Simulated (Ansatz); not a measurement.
Cost and result for the atomization energy of C₂H₅AlFN (`N/C=[CH]/[AlH][F]`) (10 atoms, 9 bonds).

```xyz
10

N    -1.2890   -0.0181   -1.5639
C    -0.6429   -0.1349   -0.3769
C     0.6053    0.2953   -0.0825
Al    1.3027    0.0756    1.6640
F     0.3091   -0.6661    2.7697
H    -0.7863    0.2985   -2.3742
H    -2.1434   -0.5172   -1.7249
H    -1.2515   -0.6104    0.3907
H     1.1686    0.7651   -0.8903
H     2.7274    0.5120    2.1883
```

Charge 0, multiplicity 1. The geometry is a stationary point of PBE0-D4/def2-TZVP. It is one conformer, not always the lowest. Program: Ansatz. All runs use 4 threads of an Arm Neoverse V2 on a shared host. Times are those of one run each, without the atoms' runs, and a repeat can differ threefold. Electronic energies, without spin–orbit coupling; frozen cores. CCSD(T)/CBS adds CCSD(T) − MP2 in def2-TZVPP to the MP2 limit, and its time is that of the two runs behind it. T1 = 0.013. B3LYP takes the VWN-RPA correlation (the form of Gaussian; ORCA's B3LYP/G).

CCSD(T)/CBS is a level of theory with its own doubt, some kJ/mol a heavy atom from the limit and from the frozen cores, so smaller differences don't rank the functionals.

```
                            level  functions  wall time
             revPBE-D4/def2-TZVPP        236      1.7 s
               BLYP-D4/def2-TZVPP        236      1.7 s
               PBE0-D4/def2-TZVPP        236      2.3 s
              BHLYP-D4/def2-TZVPP        236      2.3 s
                 CCSD(T)/def2-SVP         99      3.4 s
B3LYP-D4/def2-TZVPP (with forces)        236      3.5 s
            r2SCANh-D4/def2-TZVPP        236      4.1 s
                B2PLYP/def2-TZVPP        236      4.3 s
              PBE-QIDH/def2-TZVPP        236      4.4 s
 ωB97M-V/def2-TZVPP (with forces)        236        9 s
                   MP2/def2-QZVPP        448       17 s
               CCSD(T)/def2-TZVPP        236      100 s
                CCSD(T)/CBS(def2)          –      120 s
```

(1) What atomization energy does each give, and how far from CCSD(T)/CBS? (Best estimate.)

Answers

(1) Computed: 
```
                            level  atomization (kJ/mol)  difference from CCSD(T)/CBS  per bond
             revPBE-D4/def2-TZVPP                3830.2                        -11.3      -1.3
               BLYP-D4/def2-TZVPP                3859.8                         18.3       2.0
               PBE0-D4/def2-TZVPP                3845.8                          4.3       0.5
              BHLYP-D4/def2-TZVPP                3720.3                       -121.2     -13.5
                 CCSD(T)/def2-SVP                3624.6                       -216.9     -24.1
B3LYP-D4/def2-TZVPP (with forces)                3849.8                          8.3       0.9
            r2SCANh-D4/def2-TZVPP                3822.5                        -19.0      -2.1
                B2PLYP/def2-TZVPP                3811.6                        -29.9      -3.3
              PBE-QIDH/def2-TZVPP                3810.2                        -31.3      -3.5
 ωB97M-V/def2-TZVPP (with forces)                3854.0                         12.5       1.4
                   MP2/def2-QZVPP                3882.8                         41.3       4.6
               CCSD(T)/def2-TZVPP                3730.7                       -110.8     -12.3
                CCSD(T)/CBS(def2)                3841.5                          0.0       0.0
```

From PBE to PBE0 (25 % exact exchange), in def2-TZVPP and without D4, the atomization energy moves by −85.2 kJ/mol: exact exchange takes away binding that semilocal exchange gives to molecules. In def2-TZVPP, CCSD(T) changes the Hartree–Fock value by +963.9 kJ/mol (the triples alone add +61.9 kJ/mol) and MP2 by +1049.4 kJ/mol; breaking electron pairs costs correlation energy, which Hartree–Fock lacks. The D4 term adds +27.4 kJ/mol with B3LYP and +14.3 kJ/mol with PBE0; it sums over pairs of atoms, weighted by their polarisabilities, and B3LYP, whose exchange is more repulsive, gets the larger term.
